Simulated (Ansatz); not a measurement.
Relaxation of K4H4⁺, that is (KH)4 ring with one electron fewer with UKS PBE-D4/def2-SVP.

```sh
$ ansatz run in.yaml --threads 4 --pin off --events-out ev --progress --plain --max-ram 3916MiB
```

```yaml
crystal:
  periodic: [false, false, false]
  atoms:
    - {symbol: K, position_ang: [2.488951, -1.750362, -1.069877]}
    - {symbol: H, position_ang: [3.101874, -0.106353, 0.647169]}
    - {symbol: K, position_ang: [1.964340, 1.597948, 1.999007]}
    - {symbol: H, position_ang: [-0.367654, 2.345425, 2.149301]}
    - {symbol: K, position_ang: [-2.488919, 1.750487, 1.069742]}
    - {symbol: H, position_ang: [-3.101928, 0.106178, -0.646983]}
    - {symbol: K, position_ang: [-1.964358, -1.598014, -1.998933]}
    - {symbol: H, position_ang: [0.367683, -2.345308, -2.149425]}
basis:
  gaussian: {orbitals: def2-SVP}
total_charge: 1
magnetization: {spin_polarized: true, initial_magnetization: 1}
hamiltonian: {xc: pbe, dispersion: d4}
scf: {lower_state_search: "off"}
output: {orbitals: {seedname: orbitals}}
relax: {f_tol: 0.02, max_steps: 100}
```

Run time 8 s (4 threads of Arm Neoverse V2 on a shared host).

Positions (Å) and forces (eV/Å) at steps 1, 2, 4 of 4:

```xyz
8
step=1 energy=-65325.0797 eV
K     2.489   -1.750   -1.070    0.157   -0.105   -0.062
H     3.102   -0.106    0.647   -0.149    0.005   -0.031
K     1.964    1.598    1.999    0.126    0.096    0.122
H    -0.368    2.345    2.149    0.018   -0.111   -0.102
K    -2.489    1.750    1.070   -0.158    0.105    0.062
H    -3.102    0.106   -0.647    0.149   -0.005    0.031
K    -1.964   -1.598   -1.999   -0.126   -0.096   -0.122
H     0.368   -2.345   -2.149   -0.018    0.111    0.102
8
step=2 energy=-65325.2081 eV
K     2.642   -1.854   -1.132   -0.038    0.026    0.016
H     2.943   -0.101    0.614   -0.051    0.002   -0.011
K     2.086    1.692    2.118   -0.030   -0.024   -0.030
H    -0.348    2.223    2.038    0.006   -0.041   -0.037
K    -2.642    1.854    1.132    0.038   -0.026   -0.016
H    -2.943    0.101   -0.614    0.051   -0.002    0.010
K    -2.086   -1.692   -2.118    0.030    0.024    0.030
H     0.349   -2.223   -2.038   -0.006    0.041    0.037
8
step=4 energy=-65325.2223 eV
K     2.614   -1.833   -1.118    0.001   -0.002   -0.001
H     2.853   -0.098    0.595    0.001    0.000    0.000
K     2.065    1.672    2.094    0.001    0.002    0.002
H    -0.336    2.145    1.966    0.000    0.000    0.000
K    -2.614    1.833    1.118   -0.001    0.002    0.001
H    -2.853    0.098   -0.595   -0.001    0.000    0.000
K    -2.065   -1.672   -2.094   -0.001   -0.002   -0.002
H     0.336   -2.145   -1.966    0.000    0.000    0.000
```

The relaxation made no stability test and no search for a lower SCF solution.
